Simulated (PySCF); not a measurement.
Bond length, frequency and bond energy of AlAs⁻ by level of theory

State: ²Σ⁺ (doublet), unpaired electrons σ ↑. Set-up: PySCF, no relativity, basis sets Al def2-TZVPPD, As def2-TZVPPD. De refers to Al + As⁻ in their high-spin ground configurations, without counterpoise correction. The functionals are run spin-unrestricted. A positive dipole points towards As; it is taken about the centre of mass and depends on that origin. Levels whose curve was spin-contaminated or gave no clean fit are not listed.

```
       Level  Re (Å)  ωe (cm⁻¹)  De (eV)  μ (D)  CPU s a point (SCF and correlation, without the integrals)
   ROHF-CCSD   2.229        448      n/a    n/a                                                         n/a
ROHF-CCSD(T)   2.234        441      n/a    n/a                                                         160
         PBE   2.234        432      n/a   0.89                                                         2.4
      r²SCAN   2.214        449      n/a   0.70                                                         3.5
       B3LYP   2.229        432      n/a   0.55                                                           4
        PBE0   2.217        447      n/a   0.59                                                         4.5
       B97-3   2.224        443      n/a   0.58                                                         2.9
        MN15   2.208        442      n/a   0.24                                                         5.2
   BHandHLYP   2.215        444      n/a   0.27                                                         3.1
      M06-2X   2.231        439      n/a   0.30                                                         5.1
     LC-ωPBE   2.190        463      n/a   0.27                                                         4.3
```

Question: What does the step from GGA to meta-GGA do here, going from PBE to r²SCAN?

Answer: r²SCAN less PBE: -2.0 pm in Re, +3.9 % in ωe. 

Correlated steps freeze 14 core orbitals. Spin–orbit coupling is left out. The highest Kohn–Sham level is positive in this anion. Much of that is self-interaction error, but it also means that the finite basis helps to hold the extra electron. The state is the lowest determinant that a PBE0 search found; another state may lie lower at other levels.

The whole job (state search and all levels along the bond) took about 16 min on 2 threads of Arm Neoverse V2 (shared host), peak memory 4.3 GiB.
